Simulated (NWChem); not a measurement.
Species: C₂H₆SZn; SMILES [Zn]([CH3])[S]C

```xyz
10

Zn     0.1132    -0.6626     0.0002
C     -0.3080    -2.5566     0.0001
H      0.4270    -3.1230    -0.5936
H     -1.3032    -2.7401    -0.4353
H     -0.3056    -2.9663     1.0224
S      0.6248     1.4654    -0.0001
C     -1.0392     2.2258     0.0000
H     -1.6146     1.9743    -0.9026
H     -0.8901     3.3148     0.0115
H     -1.6234     1.9569     0.8918
```
Atoms are numbered in this order, from 1.

Results from NWChem. Structure relaxed at the PBE0/def2-SVP level. Not confirmed as a minimum by frequencies.

Q: What does the run give for Hartree-Fock/def2-TZVP? Quantities: highest occupied level (eV); orbital gap (eV); dipole (D).

A: The highest occupied level (eV) comes out as -9.16. The orbital gap (eV) is 11.05 and the dipole (D) comes out as 1.84.
